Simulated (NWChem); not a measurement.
System: CH₂F₂O₂Si; SMILES O=C(O)[SiH](F)F

The following NWChem deck was run.

```
start job
memory heap 200 mb stack 900 mb global 1100 mb
geometry units angstroms noautoz
  O      1.285964     1.471835     0.000000
  C      0.132028     1.105583     0.000000
  O     -0.920339     1.960379     0.000000
  Si    -0.405183    -0.732545     0.000000
  F      0.239800    -1.408007    -1.298437
  F      0.239800    -1.408007     1.298437
  H     -0.552943     2.869312     0.000000
  H     -1.864116    -0.943230     0.000000
end
basis spherical
  O library 6-31+g*
  C library 6-31+g*
  Si library 6-31+g*
  F library 6-31+g*
  H library 6-31+g*
end
dft
  xc pbe0
  iterations 150
  mulliken
end
task dft energy
```

Geometry: optimised at B3LYP/6-31G* (spherical d).

Q: Give the results of this calculation. (PBE0/6-31+G* (spherical d).) Quantities: basis functions; energy (Ha); highest occupied level (eV); orbital gap (eV); dipole (D).

A: 
- number of basis functions: 116
- energy (Ha): -678.55
- highest occupied level (eV): -8.55
- orbital gap (eV): 6.90
- dipole (D): 2.84
